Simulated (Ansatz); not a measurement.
Wavefunction ladder for CH$_{5}$NOSSi (`C=N[SiH](O)S`)

```xyz
10

C     1.7669    0.4467   -0.9638
N     1.1271   -0.1480   -0.0596
Si   -0.5976   -0.1232    0.1122
O    -1.1953   -1.6425    0.0430
S    -0.8616    0.8145    2.0057
H     1.3013    1.0580   -1.7529
H     2.8601    0.3781   -1.0054
H    -1.3097    0.6048   -0.9664
H    -0.8928   -2.2597    0.7126
H    -2.1985    0.8715    1.8746
```

Total charge 0; spin multiplicity 1. Geometry: relaxed with PBE0-D4/def2-TZVP. It is one conformer, not always the lowest. Frozen core, restricted reference, Ansatz 0.2.0. CBS rows extrapolate triple and quadruple zeta; past MP2 they add the triple-zeta difference.

```tsv
basis	HF (Eh)	MP2 corr.
def2-SVP	-856.28091	-0.70100
def2-TZVPP	-856.74055	-0.89288
def2-QZVPP	-856.76927	-0.96261
```

Q: Estimate the CCSD correlation energy and the (T) correction in each basis where they were run (hartree).

A: 
```tsv
basis	CCSD corr.	(T)
def2-SVP	-0.74836	-0.02215
def2-TZVPP	-0.93334	-0.04007
CBS(def2)	-1.05471	as TZ
```
